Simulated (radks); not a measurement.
Question: Spherical quantum dot in the effective-mass picture: electrons in a parabolic well V = omega^2 r^2 / 2 with omega unknown, with a point charge +1 (a donor) at the centre, all in effective atomic units (hartree* = m*/eps^2 hartree, bohr* = eps/m* bohr), one dielectric constant everywhere. Calculated with a radial shooting solver with Libxc functionals: non-relativistic Kohn-Sham, r2SCAN, spin-polarised, spherical densities, generalised Kohn-Sham scheme. Levels are named by radial order and angular momentum (1s, 1p, 1d, 2s, ...), and open shells are averaged over m. Each electron was tried in the lowest free levels, single moves between levels near the top were tried too, and the lowest total energy was kept; such a search can miss a lower state. The values of mu = E(N) - E(N-1) (hartree*) for N = 2 to 12 are 2.6126, 5.9257, 6.6088, 7.3214, 8.3434, 8.9772, 9.6361, 11.813, 12.524, 13.244, 13.803. Estimate omega.

Answer: omega = 2.09 (effective atomic units). The central charge lowers the s levels, so the charging steps and shell gaps carry the answer. The first electron has mu near 1.5 omega without a central charge, and each new shell adds about omega plus the charging energy.
